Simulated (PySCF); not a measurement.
# Spin states of ZnAs

Unrestricted PBE0; basis Zn cc-pVDZ-PP with ECP10, As cc-pVDZ-PP with ECP10; scalar-relativistic core potentials; PySCF 2.14. Outer shells of the fragments: Zn 3d10 4s2; As 3d10 4s2 4p3.

Followed along the bond (rough minima from three points):

```csv
2Ms+1,unpaired,⟨S²⟩ at the start,R at minimum (Å),Te (eV)
4,"σ ↑, π ↑↑",3.76,2.58,0.00
2,"σ ↓, π ↑↑",1.76,2.48,0.32
2,π ↑,0.77,2.27,0.48
2,"σ ↑, π ↑↓",1.76,2.51,0.53
2,σ ↑,0.76,2.48,1.56
```

Solutions found at the starting distance of 2.365 Å, counted from the lowest of them; the search is not exhaustive and high or unbound solutions are not listed, so other states can lie among these:

| 2Ms+1 | unpaired | term | E (eV) | ⟨S²⟩ | ⟨Lz²⟩ | μ (D) |
| --- | --- | --- | --- | --- | --- | --- |
| 4 | σ ↑, π ↑↑ | ⁴Σ⁻ | 0.00 | 3.76 | 0.00 | -0.16 |
| 2 | σ ↓, π ↑↑ | mixed | 0.28 | 1.76 | 0.00 | -0.40 |
| 2 | π ↑ | ²Π | 0.45 | 0.77 | 1.01 | -3.32 |
| 2 | σ ↑, π ↑↓ | mixed | 0.49 | 1.76 | 2.01 | -0.26 |
| 2 | σ ↑ | mixed | 1.51 | 0.76 | 2.00 | -0.11 |
| 4 | σ ↑↑, π ↑ | ⁴Π | 2.61 | 3.76 | 1.02 | -1.84 |
| 4 | π ↑↑↑ | ⁴Π | 3.11 | 3.76 | 1.00 | 0.36 |
| 2 | π ↑ | ²Π | 3.28 | 0.75 | 1.00 | 4.48 |
| 4 | π ↑↑↑ | ⁴Π | 9.69 | 3.75 | 1.00 | 0.12 |
| 4 | π ↑↑, δ ↑ | ⁴Δ | 9.77 | 3.76 | 4.00 | -0.04 |

A term symbol is given only where ⟨S²⟩ and ⟨Lz²⟩ are close to those of a pure state; real π, δ and φ orbitals otherwise mix terms. A positive dipole means Zn(−)As(+).

Spin–orbit coupling is left out. Counting both spins, an empty level lies below a filled one in some of these solutions, because spin and occupation are held.
